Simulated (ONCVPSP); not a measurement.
## Before and after: ONCV potential for lanthanum (La)

- Element: La
- Generator: ONCVPSP 4.0.1
- Type: optimised norm-conserving Vanderbilt (ONCV)
- Functional: Wu-Cohen
- Relativity: fully relativistic
- Frozen core: [Kr] 4d10
- Valence charge: 11
- Reference configuration: 5s2 5p6 5d1.5 6s1.5
- Partial waves: 5s+6s: rc 2.80 bohr, ncon 4, nbas 8, qcut 4.4 1/bohr, 3 projectors, debl 3.2 Ha; 5p: rc 1.65 bohr, ncon 3, nbas 7, qcut 4.9 1/bohr, 3 projectors, debl 1.2 Ha; 5d: rc 3.10 bohr, ncon 4, nbas 9, qcut 4.7 1/bohr, 3 projectors, debl 3.3 Ha; f scattering state at 0.23 Ha: rc 2.85 bohr, ncon 3, nbas 6, qcut 3.3 1/bohr, 2 projectors, debl 0.5 Ha
- Local potential: polynomial inside 1.35 bohr (lpopt 5, dvloc0 1 Ha)
- Core correction: Teter function, fcfact 3.5, rcfact 1.4

Open shells are filled in proportion to 2j + 1.

In the f channel the program set the typed energies aside and used -0.126, 0.374 Ha (j = l + 1/2; the other j can differ).

Change: all radii but the core radius scaled by about 1.04 (s 2.92, p 1.72, d 3.22, f 2.96 bohr); local potential polynomial inside 1.40 bohr (lpopt 5, dvloc0 1 Ha).

Cutoffs: the cutoffs (Ha) at which the residual kinetic energy of the hardest occupied pseudo-wave falls to 1 and 0.1 mHa per electron; they do not see the model core or the augmentation charge, which bear on the density cutoff. Errors are all-electron minus pseudo energies relative to the spin-unpolarised reference configuration.

Predict the effect on cutoff, ghosts and configuration errors.

The potential gets softer (15 Ha and 57 Ha → 12 Ha and 52 Ha); the bound ghost in p disappears; the errors of the 4 common tests hardly move. A larger radius leaves more room for a smooth pseudo-wave, so fewer plane waves are needed.

| quantity | base | changed |
| --- | --- | --- |
| cutoff, loose | 15 Ha | 12 Ha |
| cutoff, tight | 57 Ha | 52 Ha |
| loose cutoff by channel | s 5.9 Ha, p 15 Ha, d 6.0 Ha | s 5.2 Ha, p 12 Ha, d 5.9 Ha |
| bound ghosts | p3/2 | none |
| GHOST(+) flags under 300 eV | s at 66.2 eV, p3/2 at 146.2 eV, p1/2 at 181.0 eV | s at 78.0 eV, p3/2 at 170.0 eV, p1/2 at 191.2 eV |
| error for 5s2 5p6 5d1 6s2, meV [ΔE -0.36 eV] | -1.5 | -1.6 |
| error for 5s2 5p6 5d1 6s1, meV [ΔE 5.64 eV] | 0.0 | 0.0 |
| error for 5s2 5p6 5d1 6s0, meV [ΔE 16.42 eV] | -2.2 | -2.5 |
| error for 5s2 5p6 5d2 6s0, meV [ΔE 5.66 eV] | -6.8 | -7.2 |
| rms error of d²Exc/dni dnj with the model core, mHa | 2.80 | 2.79 |

Base: The cutoffs count occupied waves only; projector 1 of the f channel, the hardest unoccupied one, needs 43 Ha at the loose tolerance. Changed file: The cutoffs count occupied waves only; projector 1 of the f channel, the hardest unoccupied one, needs 36 Ha at the loose tolerance. A true bound ghost makes a file unfit for plane-wave use even where its test errors are small: the radial tests pick states by their node count and pass the ghost by.
